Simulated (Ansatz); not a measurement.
Molecule: 3-bromoselenophene, C$_{4}$H$_{3}$BrSe, net charge 0, singlet state. 
Coordinates optimised at B3LYP-D3(BJ)/def2-TZVP (Ansatz, an electronic-structure program):
```
C
C 1 1.3544
H 2 1.0761 1 127.80
C 1 1.4284 2 116.47 3 -180.00
C 4 1.3560 1 113.84 2 0.00
H 5 1.0774 4 127.36 1 180.00
H 4 1.0801 5 123.68 6 0.00
Se 2 1.8702 3 121.67 1 -180.00
Br 1 1.9019 2 122.41 3 0.00
```
Charge 0, spin multiplicity 1.

Parts of the frozen-core correlation energy in cc-pVTZ (Ansatz, hartree). Frozen orbitals: 32; correlated occupied orbitals by spin: 16 and 16; virtual: 200 and 200. Spin-orbit coupling is left out. No relativistic terms. The restricted reference is unstable.

| term | value |
|---|---|
| reference (HF) | -5125.58604 |
| MP2 opposite-spin | ? |
| MP2 same-spin | ? |
| CCSD correlation | ? |
| (T) | -0.05422 |
| T1 diagnostic | 0.013 |
| largest doubles amplitude | 0.067 |

### Question
Some entries are withheld; supply them.

### Answer

- MP2 opposite-spin, value: -0.70471
- MP2 same-spin, value: -0.24397
- CCSD correlation, value: -0.97601
